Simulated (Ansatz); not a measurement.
CH7BSi2 can be A, `[SiH3][SiH]1BC1`, or B, `B1C[SiH2][SiH2]1`.

Calculated with Ansatz (gas phase, PBE0-D4/def2-TZVP geometries, no zero-point term in ΔE). CBS: MP2 limit from def2 TZ/QZ plus the TZ coupled-cluster correction, frozen cores. Functionals use def2-TZVPP. B3LYP here is the variant with VWN-RPA as its local correlation; programs differ in this.

Task: Which is lower in electronic energy at CCSD(T)/CBS, and by how much? (An estimate is asked.)

Result: Ansatz gave: B, by 22.1 kcal/mol.

Task: Give E(B) − E(A) in kcal/mol with B3LYP, PBE0-D4, BLYP-D4, MP2/def2-TZVPP, CCSD(T)/def2-SVP, ωB97M-V, HF/def2-TZVPP. (Estimate.)

Result: The calculation gave: B3LYP -19.6, PBE0-D4 -23.7, BLYP-D4 -19.5, MP2/def2-TZVPP -23.1, CCSD(T)/def2-SVP -21.9, ωB97M-V -22.3, HF/def2-TZVPP -18.8. None reverses the order clearly.

Task: Does the order hold for the free energy at 298.15 K (harmonic terms from PBE0-D4)? (Best estimate.)

Result: Computed: Yes: G(B) − G(A) = -20.0 kcal/mol.

Largest T1 diagnostic: 0.015.

Leaving LDA and LC-ωPBE aside and taking each functional with its dispersion term where it has one, the values, not all of them listed here, spread over 4.7 kcal/mol, from PBE-QIDH to BLYP-D4. LDA lies −3.0 kcal/mol from PBE without D4. The D4 term adds −1.0 kcal/mol with B3LYP and −0.4 kcal/mol with PBE0; it sums over pairs of atoms, weighted by their polarisabilities, and B3LYP, whose exchange is more repulsive, gets the larger term.
